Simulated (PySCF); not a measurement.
## Correlation energy of Ag²⁺ (silver, charge +2)

[Kr] 4d9, 2D determinant. All numbers are calculated (PySCF 2.14, the spin-free X2C one-electron Hamiltonian (Gaussian nucleus), in ANO-RCC-VTZP (7s6p4d2f1g, 68 functions)). Frozen: [Ar] 3d10; 17 electrons correlated.

```tsv
level	correlation energy (mhartree)
CCSD	-481.02
(T)	-9.67
CCSD(T)	-490.69
```

Diagnostics: T1 = 0.0062, D1 = 0.0129, largest double amplitude 0.020.

Cost of the coupled-cluster step: of the order of 23 core-seconds, for 17 correlated electrons.
